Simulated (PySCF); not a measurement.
**Kr¹⁶⁺ (krypton, charge +16) across methods**

[Ar] 3d2, high-spin 3F determinant. Calculation: PySCF 2.14, in an even-tempered Gaussian basis (17 s from 1.4 bohr⁻², ratio 2.5; 11 p from 1.8 bohr⁻², ratio 2.5; 8 d from 1.8 bohr⁻², ratio 2.5; 4 f from 6.2 bohr⁻², ratio 2.7; 4 g from 9.3 bohr⁻², ratio 2.7); the non-relativistic Hamiltonian (point nucleus).

```tsv
method	E (hartree)	mean ε 3p α (eV)	mean ε 3p β (eV)	mean ε 3d α (eV)	Σ⟨r²⟩ (bohr²)	⟨S²⟩
LDA	-2619.681	-665.99	-661.20	-567.34	2.895	2.000
BP86	-2623.800	-666.47	-661.80	-568.14	2.889	2.000
PBE0	-2623.251	-673.79	-667.52	-574.75	2.892	2.000
r2SCAN	-2623.526	-669.17	-663.54	-570.43	2.891	2.000
UHF	-2622.57887	-694.59	-683.46	-593.94	2.893	2.001
PBE	-2623.162	-666.32	-661.52	-567.96	2.892	2.000
```

(1) Estimate the same row for TPSSh.

Spin-orbit coupling, absent here, splits the open shell strongly.

Answers

(1) E (hartree) = -2623.586; mean ε 3p α (eV) = -669.97; mean ε 3p β (eV) = -664.45; mean ε 3d α (eV) = -571.19; Σ⟨r²⟩ (bohr²) = 2.892; ⟨S²⟩ = 2.000.
